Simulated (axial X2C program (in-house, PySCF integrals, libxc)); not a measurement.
## Estimating the spin–orbit splitting of the π levels of CaCl⁺

Computed with an axial X2C code built on PySCF integrals. Spin-free means the one-electron spin-free X2C Hamiltonian; two-component (2c) means X2C with spin–orbit coupling and atomic mean-field two-electron Coulomb and Gaunt terms, so the difference of the two also holds small scalar two-electron terms. Basis: Ca dyall-cv3z [11s12p6d4f], Cl dyall-av3z [9s8p3d2f] (cores contracted in-house); Gaussian nuclei, density fitting, unrestricted open shells. Masses: Ca 39.963 u, Cl 34.969 u.

Hartree–Fock at 2.322 Å, closed shell. Valence p splittings ε(p3/2) − ε(p1/2) of spherical Dirac–Hartree–Fock atoms with fractionally filled p shells: Cl 3p 0.140 eV.

| filled π level (eV), spin-free | Cl p share | Ca p share |
| --- | --- | --- |
| -15.85 | 0.87 | 0.03 |

(1) In first order a p shell splits by 3ζ/2 and a π orbital by ζ. Estimate the splitting of each π level from the shares.

The two-component Hartree–Fock calculation gives:

```
ε(ω = 1/2) (eV)  σ share of it  ε(ω = 3/2) (eV)  splitting (eV)  estimate (eV)
        -15.887           0.01          -15.804            0.08           0.08
```

The estimate leaves out the mixing of π1/2 with σ1/2 levels, which pushes the ω = 1/2 spinor up or down, the d and f parts of the orbital, small shares of the strongly split outer-core p shell of a metal, the Gaunt term (absent from the atomic values), and the change of the atomic p orbitals with charge; Löwdin shares depend on the basis.

Answers

(1) level -15.85 eV: (2/3) × (0.87 × 0.140) = 0.08 eV.
